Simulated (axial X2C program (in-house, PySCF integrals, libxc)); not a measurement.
# Correcting the dissociation energy of GeH⁺ for spin–orbit coupling

A spin-free CCSD(T) curve (one-electron X2C) was computed with an axial X2C code built on PySCF integrals, basis Ge dyall-cv3z [9s9p7d4f1g], H dyall-v3z [6s2p1d] (cores contracted in-house), for the state M_S = 0, Λ = 0 (closed shell). It gives D0 = 2.967 eV to Ge+ + H, which in a spin-free picture are the weighted means of the ground terms.

Correlated methods: 14 electrons correlated (number of frozen shells: Ge 3 s, 2 p; H none), 168 virtual spin orbitals or spinors in MP2, 90 natural virtuals in coupled cluster.

Measured levels of the ground terms (NIST Handbook of Basic Atomic Spectroscopic Data), in cm⁻¹: Ge+ 2P: J = 1/2 at 0, J = 3/2 at 1767.4; H 2S: J = 1/2 at 0.

The molecular state has Λ = 0, so it has no first-order lowering.

Task: How far does each ground level lie under the (2J+1)-weighted mean of its term?

Result: Ge+: (2 × 0 + 4 × 1767.4)/6 = 1178 cm⁻¹; H: a single level, 0.

Task: Correct D0.

Result: D0 = 2.967 + (0 − 1178)/8065.5 = 2.821 eV at CCSD(T) with these spin–orbit terms. The direct two-component run gives 2.846 eV; the difference holds second-order terms in the molecule, scalar two-electron terms, the gap between measured and computed atomic splittings (a 2c atom can miss part of its lowering) and, in coupled cluster, the truncation of each run.

Second-order spin–orbit effects in the molecule, which grow quickly with Z, are left out. The state is a single determinant with fixed occupations, the lowest that a limited PBE0 search found. Dissociation energies refer to the lowest single-determinant-based atoms at the same level and basis. Coupled cluster ran in a truncated set of natural virtual spinors; the MP2 energy of the rest was added. (T) has no such correction and the atoms are truncated less, which lowers De at CCSD(T) by a hundredth of an eV or more.
